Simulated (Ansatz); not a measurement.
Gas-phase electronic energies from Ansatz, PBE0-D4/def2-TZVP geometries. CCSD(T)/CBS is the MP2 limit (def2-TZVPP, def2-QZVPP) plus CCSD(T) − MP2 in def2-TZVPP, frozen cores. This one scheme is used for every species. Functionals use def2-TZVPP. For Br, Ga outer-core shells are correlated without core-valence functions, which leaves a few kJ/mol of doubt a bond. Scalar relativity is left out up to krypton. One conformer a species, not always the lowest.

Reaction (ligand exchange at a Ga–F bond): `[F][Ga]([SH])[Br]` + CH₃OH → `C[O][Ga]([SH])[Br]` + H–F

Problem. Is it downhill or uphill in electronic energy at CCSD(T)/CBS, and by how much? (An estimate is asked.)

Solution. Computed: Uphill: ΔE = +17.3 kJ/mol.

Problem. What do these levels give: PBE-D4, B97M-V, BHLYP-D4, ωB97X-V, B2PLYP, PBE, BLYP, r2SCAN, MP2/def2-SVP, CCSD(T)/def2-TZVPP, SCS-MP2/def2-QZVPP, CCSD/CBS(def2)? (An estimate is asked.)

Solution. Ansatz gave: PBE-D4 24.8, B97M-V 32.1, BHLYP-D4 26.8, ωB97X-V 29.1, B2PLYP 28.2, PBE 30.8, BLYP 37.1, r2SCAN 29.8, MP2/def2-SVP 27.8, CCSD(T)/def2-TZVPP 19.5, SCS-MP2/def2-QZVPP 20.7, CCSD/CBS(def2) 20.3 kJ/mol.

Largest T1 diagnostic among the species: 0.012.

The D4 term adds −9.6 kJ/mol with B3LYP and −5.4 kJ/mol with PBE0; it sums over pairs of atoms, weighted by their polarisabilities, and B3LYP, whose exchange is more repulsive, gets the larger term. Leaving LDA and LC-ωPBE aside and taking each functional with its dispersion term where it has one, the values, not all of them listed here, spread over 8.9 kJ/mol, from revPBE-D4 to B97M-V. LDA lies −11.4 kJ/mol from PBE without D4. At CCSD(T), def2-SVP lies +12.9 kJ/mol from the extrapolated value and def2-TZVPP +2.2 kJ/mol.

B3LYP here is the variant with VWN-RPA as its local correlation; programs differ in this.
